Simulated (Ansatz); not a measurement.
Reaction (SMILES): C1CCCCCC1 -> [CH]1CCCCCC1 + H atom (the C-H bond at the site shown breaks; other sites are not compared here)
Structures are relaxed separately at B3LYP-D3(BJ)/def2-TZVP in Ansatz (a quantum-chemistry and plane-wave program), one conformer each, not searched for the lowest. Frequencies are from Ansatz.

Wanted: bond dissociation energy (0 K, with B3LYP-D3(BJ) harmonic zero-point energies), in kcal/mol. Correlated levels leave the core frozen unless marked. Open shells are spin-unrestricted. Spin-orbit coupling is left out. Non-relativistic. CBS marks a two-point X^-3 extrapolation of the correlation energy; Hartree-Fock from the larger set. [CCSD(T)-MP2]/basis is that difference in the basis named.

RI-MP2/CBS(cc-pVTZ,cc-pVQZ)+[CCSD(T)-MP2]/cc-pVTZ (Ansatz) gives 97.2 kcal/mol.

Task: Another calculation gave 92.1 kcal/mol. Which level was it?
A) revPBE/def2-TZVPD (Ansatz)
B) BHLYP/def2-TZVPD (Ansatz)
C) wB97M-V/def2-TZVPD (Ansatz)
D) SVWN5/def2-TZVPD (Ansatz)

Result: B, BHLYP/def2-TZVPD (Ansatz). The others give 95.7 (wB97M-V), 102.3 (SVWN5), 88.7 (revPBE) kcal/mol.
